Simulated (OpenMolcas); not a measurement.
Nb4+: moving or changing the point charges

Nb4+ among 6 point charges of -1.7 e arranged as an octahedron (Oh), 1.77 Å from the ion.

```
Program             : OpenMolcas 26.06
Method              : CASSCF
Basis               : ANO-RCC-VDZP [6s5p3d1f]
Scalar Hamiltonian  : DKH2, point nucleus
Active space        : 1 electron in 5 orbitals (4d)
State averaging     : 2S+1 = 2 even, 5 roots
Spin-orbit coupling : RASSI with atomic mean-field integrals over the reference wave functions
```

Runs around this geometry, states (labels of O, the rotations of Oh). Energies in cm-1 above the lowest state or level, χT in cm3 K/mol; under a threefold ground state the first gap can be a small split of the lowest multiplet, not the spin-orbit step; 10Dq is the gap between the two states.

| R (Å) | q (e) | Ground state | First state of that spin | 10Dq | First gap with spin-orbit (degeneracies) | χT at 300 K |
| --- | --- | --- | --- | --- | --- | --- |
| 1.77 | -1.36 | 2T2 | 2E 17780 | 17780 | 1015 (4, 2) | 0.157 |
| 1.77 | -1.7 | 2T2 | 2E 22653 | 22653 | 925.6 (4, 2) | 0.169 |
| 1.9 | -1.7 | 2T2 | 2E 15973 | 15973 | 1037 (4, 2) | 0.155 |

Taking |10Dq| as R^-n, n = -ln(15973 / 22653) / ln(1.9 / 1.77) = 4.9 between the shortest and longest distance. The point-charge formula for a cubic d site gives n = 5.

Scaling the charges by -1.36 / -1.7 = 0.80 scales |10Dq| by 17780 / 22653 = 0.78; with fixed orbitals a first-order splitting would follow the charge.

An orbital triplet at a regular site is open to Jahn-Teller coupling, which can distort the site and quench the lowest spin-orbit gaps and is left out. Point charges carry no covalency, so the field is a model and not that of real ligands. No measured value stands beside these numbers.
